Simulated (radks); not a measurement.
Species: Tm2+. Configuration: [Xe] 4f11 5d2 (not the ground configuration). Calculated with a radial shooting solver on a logarithmic mesh with Libxc functionals: scalar-relativistic Kohn-Sham, PBE, spin-unpolarised, spherical densities, point nucleus.

X-ray form factor f0, the Fourier transform of the density (f0(0) = 67):

sin(theta)/lambda (1/angstrom)  f0 (electrons)
0.05                                    66.245
0.1                                     64.167
0.15                                    61.197
0.2                                     57.781
0.25                                    54.252
0.3                                     50.818
0.4                                     44.618
0.5                                     39.426
0.6                                     35.075
0.8                                     28.152
1                                       23.083
1.25                                    18.891
1.5                                     16.289
2                                       12.803
